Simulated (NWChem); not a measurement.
System: SiH$_{2}$OBrF; SMILES O[SiH](F)Br

```xyz
6

Si    -0.0079     0.9563     0.3787
O     -1.3187     1.7285    -0.2705
F      1.3802     1.5322    -0.2536
Br    -0.0445    -1.2249    -0.0775
H     -0.0199     1.2028     1.8416
H     -1.5345     1.5222    -1.1975
```
Atoms are numbered in this order, from 1.

Results from NWChem. STO-3G and 3-21G are far too small for this property and stand as cheap habits. Geometry: optimised at PBE-D3(BJ)/def2-SVP. B3LYP is NWChem's, with the RPA form of VWN correlation. Field at 589 nm.

For level B3LYP/def2-SVP:

```
Property                          Value
--------------------------------  -----
isotropic polarisability (bohr³)   38.2
anisotropy (bohr³)                 16.8
```

What are these values for level B3LYP/STO-3G?

The isotropic polarisability (bohr³) is 19.2. The anisotropy (bohr³) is 15.1.
